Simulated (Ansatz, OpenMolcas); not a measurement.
**How basis sets differ on Si2H3F3 (SMILES F[Si](F)(F)[SiH3])**

Si2H3F3: 8 atoms, total charge 0, spin state singlet. SMILES: `F[Si](F)(F)[SiH3]`. Geometry: relaxed at PBE0-D4/def2-TZVP.

Each level gives the dipole moment (D). The values are calculated.

| level | kind | program | value (D) |
| --- | --- | --- | --- |
| HF/ANO-RCC-MB (DKH2) | Hartree–Fock | OpenMolcas | 2.62 |
| HF/STO-3G | Hartree–Fock | Ansatz | 1.60 |
| HF/3-21G | Hartree–Fock | OpenMolcas | 2.73 |
| HF/ANO-L-VDZP (RICD fitting) | Hartree–Fock | OpenMolcas | 2.87 |
| HF/cc-pVDZ | Hartree–Fock | OpenMolcas | 2.44 |
| HF/def2-SVP | Hartree–Fock | Ansatz | 2.28 |

The values span 1.60 to 2.87 D. Magnitudes only. Sets without polarisation functions give poor dipoles. Without the sets that lack polarisation functions the rows with a basis span only 2.28 to 2.87 D.
